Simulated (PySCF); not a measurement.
B3LYP has the VWN-RPA correlation part, as in Gaussian. Delta-SCF ions had no search for a lower state. Excitations are Tamm–Dancoff values on a coarser integration grid. The basis has no diffuse functions, so Rydberg states are missing or too high.

**CH4B2O, SMILES `C1(O)BB1` (H–O–C–B torsion 0°) (charge 0, multiplicity 1)**

All values below come from B3LYP-D3(BJ)/def2-TZVP (PySCF).

```
Item                                                           Value
--------------------------------------  ----------------------------
HOMO                                                        -6.73 eV
dipole moment                                                 0.57 D
LUMO                                                        -1.03 eV
HOMO–LUMO gap                                                5.71 eV
S1 excitation (TDA)                                          4.53 eV
S1 oscillator strength                                         0.005
T1 excitation (TDA)                                          3.42 eV
S1–T1 gap (TDA)                                              1.11 eV
vertical ionisation energy (Delta-SCF)                       9.18 eV
total energy                                             -4501.20 eV
cost                                    very roughly 60 core-seconds
```

```xyz
8

O     -1.7329    -0.4068     0.0242
C     -0.3741    -0.2928     0.0442
B      0.4746     0.9028    -0.1619
B      1.4687    -0.2090     0.0887
H     -2.1035     0.4666    -0.1573
H     -0.0053    -1.3079     0.2529
H      0.1575     2.0168    -0.3886
H      2.1152    -1.1697     0.2978
```
